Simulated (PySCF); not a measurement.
# Working out the ionisation energy of Ge¹⁴⁺

Ge¹⁴⁺ [Ar] (1S) → Ge¹⁵⁺ [Ne] 3s2 3p5 (2P). Computed with PySCF 2.14 in an uncontracted even-tempered set (19 s from 1.1 bohr⁻², ratio 2.5; 12 p from 1.4 bohr⁻², ratio 2.5; 5 d from 8.6 bohr⁻², ratio 2.7; 4 f from 13 bohr⁻², ratio 2.7), with scalar relativity by spin-free X2C-1e. Frozen: 1s2; the 22 highest virtual orbitals dropped. Energies in hartree (1 hartree = 27.21139 eV):

```tsv
part	Ge¹⁴⁺ (lower)	Ge¹⁵⁺ (upper)
UHF	-2006.568202	-1987.136607
MP2 opposite-spin	-0.429725	-0.409480
MP2 same-spin	-0.167184	-0.153536
```

Problem. What does Hartree-Fock give?

Solution. (-1987.136607) − (-2006.568202) = 19.431595 hartree = 528.761 eV.

Problem. What do MP2 and SCS-MP2 (6/5 opposite-spin, 1/3 same-spin) give?

Solution. The opposite-spin parts differ by 0.551 eV and the same-spin parts by 0.371 eV. MP2: 528.761 + (0.551) + (0.371) = 529.683 eV. SCS-MP2: 528.761 + 1.2 × (0.551) + (0.371)/3 = 529.546 eV.

Reference: 527.9 ± 1.6 eV (semi-empirical (NIST evaluation); NIST Atomic Spectra Database, ionization energies), between the lowest levels; spin-orbit coupling is absent from the calculation.

What remains against the reference includes basis incompleteness, the frozen core and correlation beyond second order.
